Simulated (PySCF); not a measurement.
Precursor series Zr Cl-NH2. All species are isolated molecules in the gas phase. One relaxed conformer stands for each flexible species; it need not be the lowest.

These are B3LYP-D3(BJ)/def2-TZVP // TPSS-D3(BJ)/def2-SVP (PySCF 2.14.0) values and carry that method's errors. B3LYP has the VWN-RPA correlation part, as in Gaussian. 

| species | coordination number | mean distance from the central atom to its bonded neighbours (Å) | LUMO (eV) | HOMO (eV) |
|---|---|---|---|---|
| 0 of 4 Cl replaced by NH2 ([Zr(Cl)4]) | 4 | (withheld) | -3.00 | (withheld) |
| 1 of 4 Cl replaced by NH2 | 4 | 2.272 | (withheld) | -8.14 |
| 2 of 4 Cl replaced by NH2 ([Zr(Cl)2(NH2)2]) | 4 | 2.205 | -2.00 | (withheld) |
| 3 of 4 Cl replaced by NH2 | 4 | (withheld) | -0.80 | -7.10 |
| 4 of 4 Cl replaced by NH2 | 4 | 2.063 | -0.32 | -6.46 |

**Question.** Complete the blanks.

**Answer.** 
- 0 of 4 Cl replaced by NH2 ([Zr(Cl)4]), mean distance from the central atom to its bonded neighbours (Å): 2.337
- 0 of 4 Cl replaced by NH2 ([Zr(Cl)4]), HOMO (eV): -9.43
- 1 of 4 Cl replaced by NH2, LUMO (eV): -2.51
- 2 of 4 Cl replaced by NH2 ([Zr(Cl)2(NH2)2]), HOMO (eV): -7.54
- 3 of 4 Cl replaced by NH2, mean distance from the central atom to its bonded neighbours (Å): 2.134
